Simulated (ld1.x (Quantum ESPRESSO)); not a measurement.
# Which change was made? (Cu, TM semilocal)

```
Element                 : Cu (Z = 29)
Generator               : ld1.x (Quantum ESPRESSO) 7.5
Type                    : norm-conserving Troullier–Martins (semilocal form)
Functional              : PBE
Relativity              : scalar-relativistic
Frozen core             : [Ne]
Valence charge          : 19
Reference configuration : 3s2 3p6 3d10 4s1 4p0
Partial waves           : 3s (bound): rc 0.75 bohr; 3p (bound): rc 0.85 bohr; 3d (bound): rc 0.75 bohr
Local potential         : the d channel
Core correction         : none
```

Occupied shells without a wave of their own: 4s. They enter only through the test configuration that unscreens the potential.

Cutoffs, loose and tight: the cutoffs (Ry, on a coarse ladder) from which the occupation-weighted sum of valence levels, in a spherical-Bessel basis at the reference potential, stays within 10 and 1 mRy of its value at 400 Ry. They do not see the model core or the augmentation charge, which bear on the density cutoff. Test errors are all-electron minus pseudo excitation energies from the reference, over the configurations 3s2 3p6 3d10 4s0 4p0; 3s2 3p6 3d9 4s0 4p0; 3s2 3p6 3d8 4s0 4p0; 3s2 3p6 3d9 4s1 4p0; 3s2 3p6 3d9 4s2 4p0; 3s2 3p6 3d7 4s0 4p0; 3s2 3p6 3d9 4s1 4p1; variants that change the core or the reference have their own tests.

The base gives: outcome: generated; cutoff, loose: over 300 Ry; cutoff, tight: over 300 Ry; bound ghosts: none; largest test error (meV): -246.

On the changes marked as counting shells twice: ld1.x takes every shell without a wave as core, so the model core holds the marked electrons as well and exchange and correlation see them twice. This cancels in the reference configuration, but the file is broken for other ones, and its errors say nothing about a proper core correction.

Task: After one change the result is: outcome: generated; cutoff, loose: over 300 Ry; cutoff, tight: over 300 Ry; bound ghosts: none; largest test error (meV): -159. Which change was it?
A. all radii scaled by about 1.39 (s 1.04, p 1.18, d 1.04 bohr)
B. core correction a·sin(br)/r model core inside 0.48 bohr (4s counted twice)
C. wave 3s (bound): rc 0.75 bohr becomes 3s (bound): rc 0.66 bohr
D. type PAW, which also changes the form from semilocal to separable; waves now 3s (bound): rc 0.75 bohr; 4s (bound): rc 0.75 bohr; 3p (bound): rc 0.85 bohr; 4p (bound): rc 0.85 bohr; 3d (bound): rcut 0.65, rcutus 0.75 bohr; 3d channel at 0.3 Ry: rcut 0.65, rcutus 0.75 bohr; local potential all-electron potential smoothed inside 0.80 bohr (lloc = -1); core correction a·sin(br)/r model core, default radius (ld1.x builds one for every PAW set, though the input has nlcc=.false.); augmentation PSQ, inside the norm-conserving radii

Result: C. The others give: core correction a·sin(br)/r model core inside 0.48 bohr (4s counted twice) → outcome: generated; cutoff, loose: over 300 Ry; cutoff, tight: over 300 Ry; bound ghosts: none; largest test error (meV): -774 | type PAW, which also changes the form from semilocal to separable; waves now 3s (bound): rc 0.75 bohr; 4s (bound): rc 0.75 bohr; 3p (bound): rc 0.85 bohr; 4p (bound): rc 0.85 bohr; 3d (bound): rcut 0.65, rcutus 0.75 bohr; 3d channel at 0.3 Ry: rcut 0.65, rcutus 0.75 bohr; local potential all-electron potential smoothed inside 0.80 bohr (lloc = -1); core correction a·sin(br)/r model core, default radius (ld1.x builds one for every PAW set, though the input has nlcc=.false.); augmentation PSQ, inside the norm-conserving radii → outcome: failed: invmat: error in DGETRF | all radii scaled by about 1.39 (s 1.04, p 1.18, d 1.04 bohr) → outcome: generated, misses its reference levels by 0.43 eV; cutoff, loose: 230 Ry; cutoff, tight: over 300 Ry; bound ghosts: none; largest test error (meV): -1926. In the semilocal form every listed channel keeps its own potential, so the choice of the local channel does not act on these tests. It acts once the file is put into the separable form.
